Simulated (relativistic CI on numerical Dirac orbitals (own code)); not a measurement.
# Fe⁴⁺ in a cubic cluster: 3s photoemission with charge transfer

Computed with a charge-transfer multiplet model of a cubic metal-ligand cluster with up to 2 ligand holes, Slater and spin-orbit integrals from Dirac-Coulomb-Breit ions, Slater integrals scaled by 0.9. The ground state mixes d4 with configurations of k ligand holes L, whose averages lie at kΔ + k(k − 1)U_dd/2; a core hole lowers each added d electron by U_cd. 20 K, Lorentzian 1.4 eV and Gaussian 0.8 eV FWHM.

Atomic integrals in eV (Slater integrals scaled, ζ unscaled), ground: F2dd 11.671, F4dd 7.336, zeta_d 0.064; with the core hole: F2dd 12.502, F4dd 7.894, zeta_d 0.072, G2cd 12.103.

Cluster parameters (eV): Δ = -0.8, U_dd = 6.5, U_cd = 7.7, 10Dq = 1.5, 10Dq(ligand) = 0.8, final-state hopping factor = 1.

```tsv
Case	n_d	d4	d5L	d6L2	S
V(eg) = 1.25 eV, V(t2g) = -0.56 eV	4.92	0.12	0.83	0.04	2.00
V(eg) = 2.15 eV, V(t2g) = -0.97 eV	4.88	0.21	0.69	0.09	2.00
V(eg) = 2.75 eV, V(t2g) = -1.24 eV	4.88	0.24	0.64	0.12	2.00
```

Weights, n_d and S are thermal averages at 20 K. Binding energies count from the first peak over 30 % of the highest in each spectrum, which can be another peak from case to case. The parameters are a model scan and need not match a compound or its usual spin state. Peaks in eV (height, largest 100):
- V(eg) = 1.25 eV, V(t2g) = -0.56 eV: 0.0 (100), 4.8 (9), 6.9 (7), 13.5 (56), 17.8 (19)
- V(eg) = 2.15 eV, V(t2g) = -0.97 eV: 0.0 (100), 8.3 (15), 13.1 (63), 20.8 (12)
- V(eg) = 2.75 eV, V(t2g) = -1.24 eV: 0.0 (100), 4.8 (6), 13.0 (60), 23.0 (10)

For the case V(eg) = 2.15 eV, V(t2g) = -0.97 eV, Δ = -0.8 eV is smaller than U_dd = 6.5 eV, the charge-transfer side of the Zaanen-Sawatzky-Allen scheme (negative Δ: between configuration averages a ligand hole costs less than the nominal valence; multiplet and field energies can change this for the lowest states). With the core hole the average of the configuration with one ligand hole lies at Δ − U_cd = -8.5 eV before mixing: it lies below the unscreened one, so the lowest final states are mostly screened and the unscreened weight appears at higher binding energy as a satellite.

With at most 2 ligand holes the space is cut while the next configuration still counts, so covalency is underestimated, and a final configuration with one more ligand hole, which can lie low, is missing from the spectra.

Without intra-shell correlation the exchange splitting of the 3s hole comes out too large.
